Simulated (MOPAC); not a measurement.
Job for MOPAC: PM6 on N2 (SMILES N#N).

```
PM6 1SCF PRECISE CHARGE=0 THREADS=1
N2

N     -0.01034290 1    -0.04568317 1     4.35146959 1
N     -0.06875605 1    -0.18400627 1     3.27118572 1
```

The log:

```
*******************************************************************************
 **                                                                           **
 **                              MOPAC v23.2.5                                **
 **                                                                           **
 *******************************************************************************
 ** MOPAC's Digital Object Identifier: https://doi.org/10.5281/zenodo.6511958 **
 **                                                                           **
 ** Please cite the open-source release paper for use of this MOPAC version:  **
 ** J. E. Moussa and J. J. P. Stewart (2026)                                  **
 ** MOPAC: An open-source semiempirical molecular orbital program             **
 ** J. Open Source Softw., 11(119), 8025, https://doi.org/10.21105/joss.08025 **
 *******************************************************************************

                              PM6 CALCULATION RESULTS

 *******************************************************************************
 *  PM6        - The PM6 Hamiltonian to be used
 *
 *
 *
 *                 CHARGE ON SYSTEM = 0
 *
 *
 *
 *  PRECISE    - TIGHTER CRITERIA TO BE USED
 *  1SCF       - DO 1 SCF AND THEN STOP
 *  THREADS=1  - MULTI-THREADING NOT USED
 *  T=         - A TIME OF 172800.0 SECONDS REQUESTED
 *  DUMP=N     - RESTART FILE WRITTEN EVERY 7200.0 SECONDS REQUESTED
 *******************************************************************************
PM6 1SCF PRECISE CHARGE=0 THREADS=1
 N2

   ATOM   CHEMICAL          X               Y               Z
  NUMBER   SYMBOL      (ANGSTROMS)     (ANGSTROMS)     (ANGSTROMS)

     1       N         -0.01034290  *  -0.04568317  *   4.35146959  *
     2       N         -0.06875605  *  -0.18400627  *   3.27118572  *



          CARTESIAN COORDINATES

    NO.       ATOM           X           Y           Z

     1         N         -0.0103     -0.0457      4.3515
     2         N         -0.0688     -0.1840      3.2712

 General Reference for PM6:
 "Optimization of Parameters for Semiempirical Methods V: Modification of NDDO Approximations
 and Application to 70 Elements", J. J. P. Stewart, J. Mol. Mod., 13, 1173-1213 (2007)
 URL: https://link.springer.com/article/10.1007/s00894-007-0233-4

           Empirical Formula: N2  =     2 atoms



      MOLECULAR POINT GROUP   :   D*h


      RHF CALCULATION, NO. OF DOUBLY OCCUPIED LEVELS = 5


 -------------------------------------------------------------------------------
 PM6 1SCF PRECISE CHARGE=0 THREADS=1
 N2



     1SCF WAS SPECIFIED, SO BFGS WAS NOT USED
     SCF FIELD WAS ACHIEVED


                              PM6 CALCULATION
                                                       MOPAC v23.2.5 Linux




          FINAL HEAT OF FORMATION =         41.83434 KCAL/MOL =     175.03487 KJ/MOL


          COSMO AREA              =         54.67 SQUARE ANGSTROMS
          COSMO VOLUME            =         36.94 CUBIC ANGSTROMS

          IONIZATION POTENTIAL    =         12.704087 EV
          HOMO LUMO ENERGIES (EV) =        -12.704  0.195
          NO. OF FILLED LEVELS    =          5
          MOLECULAR WEIGHT        =         28.0134         POINT GROUP:  D*h

          MOLECULAR DIMENSIONS (Angstroms)

            Atom       Atom       Distance
            N     2    N     1     1.09067
            N     2    N     1     0.00000
            N     1    N     2     0.00000


          SCF CALCULATIONS        =          1





   ATOM   CHEMICAL          X               Y               Z
  NUMBER   SYMBOL      (ANGSTROMS)     (ANGSTROMS)     (ANGSTROMS)

     1       N         -0.01034290  *  -0.04568317  *   4.35146959  *
     2       N         -0.06875605  *  -0.18400627  *   3.27118572  *

                             CARTESIAN COORDINATES

   1    N       -0.010342900    -0.045683170     4.351469590
   2    N       -0.068756050    -0.184006270     3.271185720


           Empirical Formula: N2  =     2 atoms



      MOLECULAR POINT GROUP   :   D*h


                  EIGENVALUES
 -38.26439 -18.79510 -16.94451 -16.94451 -12.70409   0.19452   0.19452   3.54126


              NET ATOMIC CHARGES AND DIPOLE CONTRIBUTIONS

  ATOM NO.   TYPE          CHARGE      No. of ELECS.   s-Pop       p-Pop
    1          N          -0.000000        5.0000     1.78963     3.21037
    2          N           0.000000        5.0000     1.78963     3.21037
 DIPOLE           X         Y         Z       TOTAL
 POINT-CHG.    -0.000    -0.000    -0.000     0.000
 HYBRID         0.000     0.000     0.000     0.000
 SUM           -0.000    -0.000    -0.000     0.000


          ATOMIC ORBITAL ELECTRON POPULATIONS

     Atom    s        px        py        pz
    1  N   1.78963   1.00060   1.00338   1.20638
    2  N   1.78963   1.00060   1.00338   1.20638

 **********************
 *                    *
 * JOB ENDED NORMALLY *
 *                    *
 **********************




 == MOPAC DONE ==
```

The run finished.

Cost: around 0.020 core-seconds (rough).
